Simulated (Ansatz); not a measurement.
Basis-set series for `[SiH3][SiH]1CS1`. Charge 0, multiplicity 1. Geometry: relaxed with PBE0-D4/def2-TZVP.

| functional | basis | functions | energy (Eh) | HOMO (eV) | LUMO (eV) |
| --- | --- | --- | --- | --- | --- |
| PBE0-D4 | def2-SVP | 98 | -1018.12094 | -6.79 | -0.62 |
| PBE0-D4 | def2-TZVPP | 241 | -1018.51045 | -6.86 | -0.82 |
| ωB97M-V | def2-SVP | 98 | -1018.44516 | -8.89 | 1.29 |
| ωB97M-V | def2-TZVPP | 241 | -1018.83766 | -9.00 | 0.97 |

Task: Give the rows for def2-QZVPP. (Estimate.)

Result: Ansatz gave: 
```
functional       basis  functions  energy (Eh)  HOMO (eV)  LUMO (eV)
   PBE0-D4  def2-QZVPP        447  -1018.54419      -6.89      -0.89
   ωB97M-V  def2-QZVPP        447  -1018.86954      -9.02       0.78
```

Positive LUMOs are unbound and depend on the basis.
